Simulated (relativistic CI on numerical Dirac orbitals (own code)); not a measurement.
**Line list: Electric-dipole lines, Pb68+**

Computed by Dirac-Coulomb-Breit CI, separate exchange-only KLI orbitals for each configuration, a model potential for QED, unscaled Slater integrals (own radial code, finite nucleus).

Configuration list (outside the closed core [Ne]): 3s2 3p2, 3s2 3p 3d, 3s 3p3, 3s2 3d2, 3p4, 3s 3p2 3d, 3p2 3d2, 3s 3p 3d2, 3p3 3d, 3s2 3d 4s, 3s2 3d 4p, 3s 3p 3d 4s, 3s2 3p 4s, 3p3 4s, 3s 3p 3d 4p, 3p3 4p. Levels of other configurations are missing.

```csv
λ vac (nm),Lower,Upper,A (s⁻¹),log gf,S velocity/length
1.3732,3s2 3p 3d 3F°_2 [6],3s2 3d2 3F_2 [47],5.25e+12,-0.13,0.97
1.4012,3s2 3p 3d 3P°_2 [8],3s2 3d2 3P_1 [72],9.69e+12,-0.07,0.92
1.4067,3s2 3p2 3P_0 [1],3s2 3p 3d 3D°_1 [7],1.15e+13,0.01,1.02
1.4097,3s2 3p 3d 3P°_2 [8],3s2 3d2 3P_2 [71],7.56e+12,0.05,0.99
1.4099,3s2 3p2 3P_1 [2],3s2 3p 3d 3D°_2 [24],3.45e+12,-0.29,1.03
1.4104,3s2 3p2 3P_1 [2],3s2 3p 3d 3P°_1 [23],9.05e+12,-0.09,1.01
1.4118,3s 3p2 3d 3D_2 [11],3s 3p 3d2 3D°_2 [77],1.02e+13,0.18,0.94
1.4145,3s2 3p 3d 3F°_3 [9],3s2 3d2 1G_4 [70],7.46e+12,0.30,1.07
1.4197,3s 3p3 3D°_1 [5],3s 3p2 3d 3D_1 [44],1.06e+13,-0.02,1.01
1.4199,3s 3p2 3d 3D_3 [13],3s 3p 3d2 3F°_4 [99],7.56e+12,0.31,1.02
1.4234,3s 3p2 3d 3F_2 [15],3s 3p 3d2 3G°_3 [101],6.12e+12,0.11,1.01
1.4244,3s 3p3 3P°_2 [4],3s 3p2 3d 3D_2 [40],7.72e+12,0.07,1.02
1.4270,3s2 3p2 1D_2 [3],3s2 3p 3d 3D°_2 [24],8.91e+12,0.13,1.02
1.4329,3s 3p2 3d 3D_3 [13],3s 3p 3d2 5D°_3 [97],7.25e+12,0.19,0.96
1.4337,3s2 3p 3d 3F°_3 [9],3s2 3d2 3F_3 [66],6.12e+12,0.12,1.00
1.4402,3s 3p3 3P°_2 [4],3s 3p2 3d 3D_3 [38],4.86e+12,0.02,1.04
1.4408,3s2 3p2 1D_2 [3],3s2 3p 3d 3F°_3 [22],5.25e+12,0.06,1.04
1.4600,3s2 3p 3d 3D°_1 [7],3s2 3d2 3F_2 [47],1.09e+13,0.24,1.05
1.4898,3s 3p2 3d 3D_2 [11],3s 3p 3d2 5G°_3 [73],3.90e+12,-0.04,1.03
1.4959,3s2 3p 3d 3F°_3 [9],3s 3p2 3d 3D_2 [63],5.05e+12,-0.07,0.92
1.4965,3s2 3p 3d 3F°_4 [26],3s 3p2 3d 3F_4 [138],7.03e+12,0.33,1.01
1.5016,3s2 3p 3d 3D°_2 [24],3s 3p2 3d 3F_2 [130],9.66e+12,0.21,1.00
1.5082,3s2 3p 3d 3F°_2 [6],3s 3p2 3d 3D_1 [42],6.46e+12,-0.18,0.93
1.5096,3s2 3p2 1D_2 [3],3s 3p3 3S°_1 [21],6.04e+12,-0.21,0.97
1.5106,3s2 3p 3d 3F°_2 [6],3s 3p2 3d 3G_3 [41],5.57e+12,0.13,1.07
1.5131,3s2 3p 3d 3F°_3 [22],3s 3p2 3d 3F_3 [128],7.80e+12,0.27,1.01
1.5388,3s2 3p2 1D_2 [3],3s 3p3 1D°_2 [19],2.96e+12,-0.28,0.99
1.5426,3s2 3d2 3F_2 [47],3s 3p 3d2 3G°_3 [164],1.17e+13,0.46,1.07
1.5521,3s2 3p 3d 3D°_1 [7],3s 3p2 3d 3F_2 [43],3.93e+12,-0.15,1.06
1.5546,3s2 3p 3d 3P°_2 [8],3s 3p2 3d 3D_3 [56],3.75e+12,-0.02,1.05
```

Terms are leading LS components. Brackets give the number of a level in order of energy, since labels repeat. The list gives strong lines, with weight on those to low levels, among the lowest 200 of 570 levels, so that lines to higher ones, which can be the strongest, are missing. Levels whose partners in the same complex of configurations lie outside the list can be far off, and so can their lines. Rates are taken at the computed energies, electric ones in the length gauge. A velocity-to-length ratio far from 1 marks an uncertain rate.

At this charge energies of transitions that change n are usually good to better than 1 %, and those within a shell (Δn = 0) to a few per cent.

**Question.** From the table, what is the radiative lifetime of 3s2 3d2 3F_2?

**Answer.** The listed rates from this level add up to about 1.62e+13 s⁻¹, 100 % of its decay; with all channels τ = 6.16e-14 s.

LS names give the leading component of a level, which can be under half, so a name can repeat, a term be missing and a line seem to break the LS rules.
